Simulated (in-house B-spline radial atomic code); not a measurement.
The numbers below are computed, except where a source is named.
**Hot electrons crossing n-type InAs, n = 7.24e16 cm⁻³: losses to the electron gas**

For InAs the NSM archive of the Ioffe Institute lists m* = 0.023 m0, ε = 15.15 and an optical phonon energy of 30 meV.

The electrons form a uniform gas at zero temperature with Lindhard's dielectric function (RPA). An added electron of energy E, from the band bottom, collides once per mean free path λ, with 1/λ = (1/πE) ∫dω ∫dq/q Im(−1/ε(q, ω)), in atomic (or effective) units, with ω up to E − E_F and q between √(2E) ∓ √(2(E − ω)); electron-hole pairs and the plasmon pole are integrated apart. No exchange between the two electrons. One parabolic band and the static dielectric constant; phonons, their coupling to plasmons and impurity scattering are left out.

(1) Find the scales.

```tsv
E − E_F (meV)	λ (nm)	share of plasmon losses	lifetime (fs)
9.64	2960	0.00	3920
13.8	1810	0.00	2270
20.7	1050	0.00	1220
27.5	547	0.15	596
35.8	351	0.28	356
44.1	317	0.33	303
55.1	310	0.38	276
68.9	319	0.41	263
```

(2) Electrons are injected 68.9 meV above E_F into a base 50 nm thick. What share crosses without exciting the gas, and how long does the crossing take?

Answers

(1) a* = 34.86 nm and Ha* = 2.727 meV, and this density means r_s = 0.427. k_F = 1.91916/r_s = 4.4945, so E_F = 27.5 meV, and the zero-temperature picture needs T well below 320 K. ω_p = √(3/r_s³) = 6.208 Ha* = 16.9 meV, 0.56 times the phonon energy, so the two modes mix strongly and this plasmon is only a guide. Plasmon emission opens at E − E_F = 26.4 meV.

(2) exp(−50/319) = 0.855. The speed is √(2E) = 8.408 in units of Ha* a*/ħ, or 1.21 nm/fs, so the transit takes 41.2 fs, against a lifetime of 263 fs. Phonon and impurity scattering lower the share further.
